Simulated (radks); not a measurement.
Sc, configuration [Ar] 3d1 4s2. All-electron calculation, scalar-relativistic Kohn-Sham, PBE, spin-unpolarised, spherical densities, point nucleus. Program: a radial shooting solver on a logarithmic mesh with Libxc functionals. Some entries of the table are withheld. Estimate them.

| orbital | occ. | eigenvalue (eV) | <1/r> (bohr^-1) | <r> (bohr) |
|---|---|---|---|---|
| 1s | 2 | -4397.271 | 20.77 | (1) |
| 2s | 2 | (2) | 4.296 | (3) |
| 2p | 6 | -388.2597 | (4) | 0.3077 |
| 3s | 2 | -55.0391 | 1.304 | 1.075 |
| 3p | 6 | (5) | (6) | 1.168 |
| 4s | 2 | -4.1831 | 0.3478 | 3.721 |
| 3d | 1 | -3.2334 | 0.7600 | 1.869 |

Answer. 
(1) 1s <r> (bohr): 0.07304
(2) 2s eigenvalue (eV): -474.3289
(3) 2s <r> (bohr): 0.3435
(4) 2p <1/r> (bohr^-1): 4.199
(5) 3p eigenvalue (eV): -33.6246
(6) 3p <1/r> (bohr^-1): 1.173
